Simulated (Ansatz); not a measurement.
C4H10Si can be A, `C/C=C(\C)[SiH3]`, or B, `CC(C)=C[SiH3]`.

Calculated with Ansatz (gas phase, PBE0-D4/def2-TZVP geometries, no zero-point term in ΔE). CCSD(T)/CBS is the MP2 limit (def2-TZVPP, def2-QZVPP) plus CCSD(T) − MP2 in def2-TZVPP, frozen cores. DFT in def2-TZVPP. B3LYP here is the variant with VWN-RPA as its local correlation; programs differ in this.

**Question.** Which is lower in electronic energy at CCSD(T)/CBS, and by how much? (Estimate.)

**Answer.** Ansatz gave: B, by 8.3 kJ/mol.

**Question.** Give E(B) − E(A) in kJ/mol with CCSD/def2-TZVPP, B3LYP-D4, B3LYP, HF/def2-TZVPP, r2SCAN-D4, B2PLYP, PBE-D4. (An estimate is asked.)

**Answer.** The calculation gave: CCSD/def2-TZVPP -8.5, B3LYP-D4 -7.4, B3LYP -7.0, HF/def2-TZVPP -9.0, r2SCAN-D4 -9.6, B2PLYP -7.6, PBE-D4 -6.9. None reverses the order clearly.

**Question.** Does the order hold for the free energy at 298.15 K (harmonic terms from PBE0-D4)? (Best estimate.)

**Answer.** The calculation gave: Yes: G(B) − G(A) = -9.2 kJ/mol. Modes under 60 cm⁻¹, often nearly free rotors, make the harmonic entropy too high.

Largest T1 diagnostic: 0.011.

Leaving LDA and LC-ωPBE aside and taking each functional with its dispersion term where it has one, the values, not all of them listed here, spread over 3.3 kJ/mol, from B97M-V to PBE-D4.
